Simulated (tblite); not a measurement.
Species: C₆H₉O₂ (doublet state).
SMILES with atom numbers: `[CH3:1][C:2]1([CH3:3])[CH:4][C:5](=[O:6])[CH2:7][O:8]1` (hydrogens: H9, H10, H11 on C1; H12, H13, H14 on C3; H15 on C4; H16, H17 on C7)

Computed with GFN2-xTB (tblite): harmonic, unscaled wavenumbers at the GFN2-xTB geometry, gas phase. This tight-binding method is rough: wavenumbers can miss measured ones by several per cent, in bad cases by 10 to 20. Open shells enter through the occupations alone, without spin polarisation, and single modes of such species can be off by tens of per cent.

Harmonic wavenumbers (cm⁻¹): 65.5, 121.7, 169.1, 210.9, 290.3, 307.1, 332.8, 417.3, 483.2, 492.5, 592.1, 611.0, 633.9, 847.7, 893.0, 908.9, 929.9, 943.7, 963.9, 983.9, 1085.7, 1099.4, 1122.1, 1123.0, 1149.4, 1218.7, 1256.3, 1314.2, 1367.3, 1387.3, 1434.0, 1459.3, 1472.1, 1474.1, 1486.6, 1648.9, 2891.1, 2922.1, 3047.2, 3048.0, 3050.0, 3053.8, 3054.4, 3058.3, 3159.8.

A = 3812, B = 1570, C = 1469 MHz; mass 113.060 u (most abundant isotopes); point group Cs, symmetry number 1; spin multiplicity 2.

Task: What is the zero-point energy?

Result: Half the sum of the wavenumbers: 29791 cm⁻¹ = 356.38 kJ/mol.

Task: What is S at 298.15 K and 1 bar for an ideal gas of classical rigid rotors and harmonic oscillators?

Result: Translation 167.82, rotation 117.12, vibration 87.48, spin (R ln 2) 5.76: S = 378.2 J/(mol K).

Task: And Cp and H(298.15 K) − H(0)?

Result: Cp = 139.54 J/(mol K), of which vibrations give 106.28 (their classical limit is 45 R = 374.2); H(298.15 K) − H(0) = 24.75 kJ/mol without the zero-point energy, 14.83 from vibrations.

Task: How do the functions run with temperature in this model?

Result: 
```csv
T (K),S (J/(mol K)),Cp (J/(mol K)),H − H(0) (kJ/mol),G − H(0) (kJ/mol),ln q(vib)
50,237.2,45.3,1.87,-9.99,0.21
100,274.4,64.4,4.61,-22.83,0.87
373.15,412.6,168.2,36.30,-117.67,6.07
500,468.0,210.5,60.42,-173.56,8.72
750,565.3,269.0,120.94,-303.05,13.94
1000,648.2,306.6,193.20,-455.02,18.92
```

q(vib) and H(0) count from the zero-point level.

Task: What must be added to the electronic energy to get the Gibbs energy at 298.15 K and 1 bar?

Result: ZPE + [H(298.15 K) − H(0)] − T·S = 356.38 + 24.75 − 112.76 = 268.37 kJ/mol.

Hindered rotation and anharmonicity are outside this model.
